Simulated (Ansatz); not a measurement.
Z-matrix (Å, degrees):
```
Ti
C 1 3.004
F 1 1.772 2 104.3
O 1 1.973 2 17.6 3 1.3
F 1 1.761 2 122.7 3 109.1
C 1 3.048 2 46.7 3 178.2
O 1 1.786 2 112.9 3 -105.7
O 1 2.048 2 64.1 3 176.8
H 1 2.437 2 121.4 3 -85.9
C 2 1.378 1 97.9 3 -179.4
H 2 1.094 1 143.0 3 1.7
H 6 1.097 1 145.6 2 179.3
H 10 1.080 2 120.0 1 -178.8
```

The species carries charge 0 and has multiplicity 1.

Question: List the r2SCAN/def2-TZVPP orbital energies in eV (the Gaussian-basis code of Ansatz). (Estimate.)

Answer: The calculation gave: Occupied: -4857.61, -665.54, -665.38, -539.72, -516.96, -516.81, -516.10, -449.83, -449.80, -449.79, -276.17, -276.16, -273.69, -64.73, -40.91, -40.90, -40.72, -29.56, -29.40, -28.57, -28.10, -25.75, -21.02, -17.61, -15.26, -13.98, -13.37, -12.74, -12.04, -11.69, -11.48, -11.02, -10.61, -10.45, -10.28, -10.15, -10.06, -9.38, -8.80, -8.67, -8.45, -7.34, -7.06. Lowest empty: -3.45, -3.04, -2.85, -2.05, -1.63, -0.51, 0.37, 0.71.
